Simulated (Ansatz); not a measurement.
Molecule: CaO2, net charge 0, singlet state. 
Geometry from a B3LYP-D3(BJ)/def2-TZVP (Ansatz, an electronic-structure program) optimisation:
```
O
O 1 1.5175
Ca 1 1.9812 2 67.48
```
Charge 0, spin multiplicity 1.

Parts of the frozen-core correlation energy in STO-3G (Ansatz, hartree). Frozen orbitals: 11; correlated occupied orbitals by spin: 7 and 7; virtual: 5 and 5. No spin-orbit coupling. Non-relativistic. The restricted reference is unstable. The program attaches cautions to this run: large difference.

```json
[
 {"term": "reference (HF)", "value": "-817.36946"},
 {"term": "MP2 opposite-spin", "value": "[?]"},
 {"term": "MP2 same-spin", "value": "[?]"},
 {"term": "CCSD correlation", "value": "[?]"},
 {"term": "(T)", "value": "-0.05945"},
 {"term": "FCI minus CCSD(T)", "value": "0.01694"},
 {"term": "T1 diagnostic", "value": "0.137"},
 {"term": "largest doubles amplitude", "value": "0.746"}
]
```

Question: Some entries are withheld; supply them.

Answer: 
- MP2 opposite-spin, value: -0.15915
- MP2 same-spin, value: -0.04020
- CCSD correlation, value: -0.23619
